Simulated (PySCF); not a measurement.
A side-by-side comparison of computed properties.

First species: C5H11FSi.
SMILES: `C/C=C(/F)[SiH2]CC`

Second species: C5H11FSi.
SMILES: `F[Si@H]1C[C@@H](CC)C1`

Levels: CAM-B3LYP/def2-SVPD for dipole moment, HOMO energy, LUMO energy, HOMO–LUMO gap, static isotropic polarisability and electronic spatial extent ⟨r²⟩ about the centre of nuclear charge; TDDFT CAM-B3LYP/def2-SVPD for lowest singlet excitation; TDA CAM-B3LYP/def2-SVPD for lowest triplet excitation (Tamm–Dancoff); GFN2-xTB for rotational constant A and rotational constant C. Geometries: GFN2-xTB. All species are isolated and taken at one optimised geometry, non-relativistic unless stated; the electronic structure was computed with PySCF and density fitting.

Dipoles, sizes and rotational constants follow the conformer. The torsions of the flexible species, by atom-mapped SMILES:
- `[CH3:1]/[CH:2]=[C:3](/[F:4])[SiH2:5][CH2:6][CH3:7]`: C2–C3–Si5–C6 -73°, C3–Si5–C6–C7 179°
- `[CH3:1][CH2:2][C@H:3]1[CH2:4][Si@@H:5]([F:6])[CH2:7]1`: C1–C2–C3–C4 68°

```
                                                         property    column X    column Y
                                                    dipole moment      2.21 D      1.89 D
                                                      HOMO energy    -8.46 eV    -9.40 eV
                                                      LUMO energy     0.87 eV     1.32 eV
                                                    HOMO–LUMO gap     9.33 eV    10.72 eV
                                        lowest singlet excitation     6.53 eV     7.21 eV
                         lowest triplet excitation (Tamm–Dancoff)     4.08 eV     6.82 eV
                                  static isotropic polarisability     88.5 au     81.6 au
electronic spatial extent ⟨r²⟩ about the centre of nuclear charge  1281 bohr²  1187 bohr²
                                            rotational constant A   2.946 GHz   5.067 GHz
                                            rotational constant C   0.959 GHz   1.045 GHz
```

Problem. Which column belongs to which species?

Solution. Column X is the first species and column Y the second. The first has 18 atoms and 64 electrons, the second 18 and 64.

Problem. How does each property change from the first species to the second?

Solution. dipole moment -0.32 D; HOMO energy -0.94 eV; LUMO energy +0.45 eV; HOMO–LUMO gap +1.39 eV; lowest singlet excitation +0.68 eV; lowest triplet excitation (Tamm–Dancoff) +2.74 eV; static isotropic polarisability -6.9 au; electronic spatial extent ⟨r²⟩ about the centre of nuclear charge -94 bohr²; rotational constant A +2.121 GHz; rotational constant C +0.086 GHz.

On the first: In wavenumbers S1 is 52700 cm⁻¹ (1 eV = 8065.54 cm⁻¹). The polarisability is 13.12 Å³ as a volume (1 au = 0.148185 Å³), or 1.38 au for each of the 64 electrons.

On the second: The principal polarisabilities are 70.4, 77.0 and 97.6 au; their mean is the isotropic value. The vertical singlet–triplet gap S1 − T1 is 0.39 eV (TDDFT singlet less Tamm–Dancoff triplet; S1: HOMO→LUMO+1, weight 0.57; T1: HOMO→LUMO+1, weight 0.50).
